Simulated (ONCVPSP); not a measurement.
# Plane-wave convergence, ONCV potential for Mn (Z = 25)

ONCVPSP 4.0.1 input, shortened (lines: element, Z, core and valence counts, functional; n l f; lmax; l rc ep ncon nbas qcut; lloc lpopt rc5 dvloc0; l nproj debl; icmod fcfact rcfact), Wu-Cohen, scalar-relativistic:

```
  Mn 25.00    3    4  -118130      upf
    1    0    2.00
    2    0    2.00
    2    1    6.00
    3    0    2.00
    3    1    6.00
    3    2    5.00
    4    0    1.75
    2
    0    1.25    0.00    4    9   11.10
    1    1.40    0.00    4    7    8.90
    2    1.25    0.00    4    9   13.80
    4    2    1.05    0.00
    0    3    3.00
    1    2    2.70
    2    2    3.10
    0    0.00    0.00
```

Q: For each optimised wave give the share of its norm inside rc, the residual kinetic energy above qcut (Ha) and the cutoffs (Ha) for errors of 10, 1, 0.1 and 0.01 mHa per electron.

A:

| wave | norm inside rc | residual KE | 10 mHa | 1 mHa | 0.1 mHa | 0.01 mHa |
| --- | --- | --- | --- | --- | --- | --- |
| 3s | 0.892 | 1.4e-07 | 30.1 | 39.4 | 46.8 | 52.6 |
| 4s | 0.035 | 6.6e-08 | 19.7 | 32.7 | 42.2 | 49.8 |
| s projector 3 | 0.073 | 5.7e-07 | 28.4 | 39.6 | 48.1 | 54.8 |
| 3p | 0.901 | 5.4e-06 | 22.9 | 28.9 | 34.1 | 38.8 |
| p projector 2 | 0.037 | 9.0e-07 | 16.6 | 24.0 | 30.1 | 35.3 |
| 3d | 0.628 | 1.2e-07 | 53.3 | 65.4 | 74.9 | 82.7 |
| d projector 2 | 0.082 | 4.9e-07 | 53.4 | 67.0 | 77.8 | 85.9 |

The occupied waves need 65 Ha and 75 Ha for 1 and 0.1 mHa.
